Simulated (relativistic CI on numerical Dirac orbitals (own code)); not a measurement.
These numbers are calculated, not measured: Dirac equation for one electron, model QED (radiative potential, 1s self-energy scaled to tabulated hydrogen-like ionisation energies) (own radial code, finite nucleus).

CI space: 1s, 2s, 2p, 3s, 3p, 3d, 4s, 4p, 4d, 4f, 5s, 5p, 5d, 5f, 5g, 6s, 6p, 6d. Levels of other configurations are missing.

Outline of the computed level scheme of Rh XLV. Lowest level of each configuration: 1s ²S1/2 at 0.0 eV; 2p ²P°1/2 at 21178.0 eV; 2s ²S1/2 at 21181.8 eV; 3p ²P°1/2 at 25163.7 eV; 3s ²S1/2 at 25164.8 eV; 3d ²D3/2 at 25222.8 eV; 4p ²P°1/2 at 26550.4 eV; 4s ²S1/2 at 26550.9 eV; 4d ²D3/2 at 26575.3 eV.

Some strong electric-dipole decays among the lowest 14 levels: 2p ²P°1/2 → 1s ²S1/2 (2.6e+15 s⁻¹); 2p ²P°3/2 → 1s ²S1/2 (2.5e+15 s⁻¹); 3p ²P°3/2 → 1s ²S1/2 (6.8e+14 s⁻¹); 3p ²P°1/2 → 1s ²S1/2 (6.7e+14 s⁻¹); 4p ²P°3/2 → 1s ²S1/2 (2.8e+14 s⁻¹); 4p ²P°1/2 → 1s ²S1/2 (2.7e+14 s⁻¹); 3d ²D5/2 → 2p ²P°3/2 (2.6e+14 s⁻¹); 3d ²D3/2 → 2p ²P°1/2 (2.3e+14 s⁻¹).
